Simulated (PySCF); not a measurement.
# Correlation energy of N (nitrogen, neutral)

[He] 2s2 2p3, high-spin 4S determinant. Calculation: PySCF 2.14, in aug-cc-pVTZ-DK; the spin-free X2C one-electron Hamiltonian (Gaussian nucleus). Frozen: 1s2; 5 electrons correlated.

```
  level  correlation energy (mhartree)
   CCSD                        -113.24
    (T)                          -2.56
CCSD(T)                        -115.80
```

Diagnostics: T1 = 0.0070, D1 = 0.0133, largest double amplitude 0.028.

Cost of the coupled-cluster step: about 1.2 core-seconds, for 5 correlated electrons.
